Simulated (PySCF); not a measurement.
## Stretching Ba₂

Set-up: basis Ba x2c-TZVPall; spin-free X2C with a Gaussian nucleus; PySCF 2.14. Energies in eV from Ba + Ba in their ground configurations at the same level. All curves are PBE0. state 1: Ms = 0 determinant of mixed spin (⟨S²⟩ near 1.1), unpaired electrons σ ↓, π ↑; state 2: ³Πg (triplet), unpaired electrons σ ↑, π ↑, a second solution, started from another occupation; state 3: triplet, unpaired electrons π ↑↑, a second solution, started from another occupation; state 4: Ms = 0 determinant of mixed spin (⟨S²⟩ near 1.1), unpaired electrons π ↑↓, a second solution, started from another occupation.

| R (Å) | state 1 | state 2 | state 3 | state 4 |
| --- | --- | --- | --- | --- |
| 3.510 | 0.2373 | 0.2808 | -0.0074 | 0.1397 |
| 3.673 | 0.0653 | 0.1089 | 0.0099 | 0.1543 |
| 3.836 | -0.0354 | 0.0065 | 0.0781 | 0.2185 |
| 3.959 | -0.0727 | -0.0325 | 0.1555 | 0.2923 |
| 4.081 | -0.0834 | -0.0450 | 0.2501 | 0.3829 |
| 4.203 | -0.0726 | -0.0364 | 0.3575 | 0.4861 |
| 4.367 | -0.0323 | 0.0005 | 0.5146 | 0.6373 |
| 4.571 | 0.0476 | 0.0754 | 0.7230 | 0.8382 |
| 4.816 | 0.1697 | 0.1900 | 0.9773 | 1.0834 |
| 5.142 | 0.3519 | 0.3595 | 1.3039 | 1.3986 |

Question: Put a parabola through the three lowest points of the state 1 curve and estimate Re, k and ωe (reduced mass 68.95 u; 1 eV/Å² = 0.16022 mdyn/Å; ωe = 1302.8·√(k/μ) cm⁻¹).

Answer: Through R = 3.959, 4.081, 4.203 Å the second-order coefficient is 0.722 eV/Å², so Re ≈ 4.081 Å, k ≈ 0.231 mdyn/Å and ωe ≈ 75 cm⁻¹. A polynomial fit of higher order to the unrounded PBE0 energies gives Re = 4.076 Å, k = 0.231 mdyn/Å, ωe = 75.5 cm⁻¹; anharmonicity and rounding make the difference.

The higher-order fit for each curve: state 1: Re = 4.076 Å, ωe = 75.5 cm⁻¹, De = 0.083 eV; state 2: Re = 4.088 Å, ωe = 74.2 cm⁻¹, minimum 0.045 eV below the ground-state fragments. State 3 gave no clean fit. State 4 gave no clean fit.

Closed-shell solutions of metal pairs were not tested for spin polarisation, which can lower them a little. The bond is weak. Basis-set superposition, not corrected here, can be much of De in a small basis, most of all at correlated wavefunction levels. Functionals without a dispersion term scatter widely for such bonds, and LDA overbinds them. Spin–orbit coupling is left out.
